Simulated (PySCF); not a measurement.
Write a Z-matrix for `CN[SiH2]OC(C)C` as optimised with PBE0-D3(BJ)/def2-SVP.

Z-matrix in Å and degrees, rows numbered from 1:
```
C 
N   1  1.4422
Si  2  1.7215  1  126.44
O   3  1.6698  2  117.13  1   -88.91
C   4  1.4139  3  123.76  2    64.51
C   5  1.5164  4  108.19  3   142.47
C   5  1.5202  4  109.77  3   -94.27
H   1  1.1014  2  109.65  3   -19.25
H   1  1.1072  2  113.76  3   100.41
H   1  1.1037  2  111.88  3  -137.57
H   2  1.0142  1  114.08  3  -166.65
H   3  1.4856  2  108.75  1   154.43
H   3  1.4963  2  105.28  1    31.41
H   5  1.1112  4  109.64  3    24.67
H   6  1.1005  5  111.24  4  -179.44
H   6  1.1011  5  109.81  4    60.27
H   6  1.0996  5  110.39  4   -58.73
H   7  1.1011  5  109.88  4   -60.51
H   7  1.1002  5  110.49  4    58.55
H   7  1.1007  5  111.29  4   179.19
```

N2 (silicon-bound nitrogen) is almost planar (angles 126.4°, 118.2° and 114.1°, sum 358.7°, 0.09 Å off the plane of its three neighbours). O4 (silyl ether oxygen) is bent (angle 123.8°). Si3 (oxygen-bound silicon) is distorted tetrahedral (angles from 103.4° to 117.1°). Of the pairs four or more bonds apart, Si3···H19 is among the closest relative to their van der Waals radii: 3.27 Å, 99 % of the sum of Bondi's values.

Computed, not measured: PBE0-D3(BJ)/def2-SVP geometry optimisation, gas phase in PySCF 2.14.0.

Point group: C1 (no symmetry element, even within 0.4 Å). Whether it is a minimum is left open (no frequencies). The numbers are those of one conformer (C1–N2–Si3–O4 -89°, N2–Si3–O4–C5 65°, Si3–O4–C5–C6 142°).

The run took 6.9 min wall on an Arm Neoverse N1 with one thread, shared host with 64 logical CPUs at a one-minute load of 61, and the process peaked at 0.70 GiB of memory. That covers the optimisation of the geometry.
